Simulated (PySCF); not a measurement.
Computed IR spectrum (relative IR intensity) of a molecule C₂H₇FO₂Si. The structure is a stationary point at PBE-D3(BJ)/def2-SVP. Other conformers were not sampled. Calculation: PySCF 2.14.0 with PBE-D3(BJ)/def2-SVP. Frequencies are harmonic and unscaled.

Lines under 2 % of the strongest are left out, and lines within 2 cm⁻¹ are merged.

| ν (cm⁻¹) | relative intensity |
|---|---|
| 189 | 7.0 |
| 227 | 30 |
| 249 | 8.0 |
| 271 | 28 |
| 322 | 11 |
| 340 | 31 |
| 414 | 65 |
| 441 | 5.6 |
| 657 | 39 |
| 728 | 84 |
| 782 | 41 |
| 814 | 8.3 |
| 854 | 100 |
| 896 | 46 |
| 935 | 98 |
| 971 | 12 |
| 1040 | 31 |
| 1085 | 19 |
| 1220 | 15 |
| 1256 | 23 |
| 1316 | 12 |
| 1353 | 6.4 |
| 1402 | 4.6 |
| 2181 | 86 |
| 2884 | 26 |
| 2969 | 11 |
| 3056 | 9.1 |
| 3072 | 7.0 |
| 3678 | 23 |
| 3768 | 53 |

**Question.** Which structure fits?
(A) CO[Si@H](F)CO
(B) C[C@@H](O)[Si@@H](O)F
(C) CO[Si@@](C)(O)F
(D) CC[Si](O)(O)F

**Answer.** B, C[C@@H](O)[Si@@H](O)F
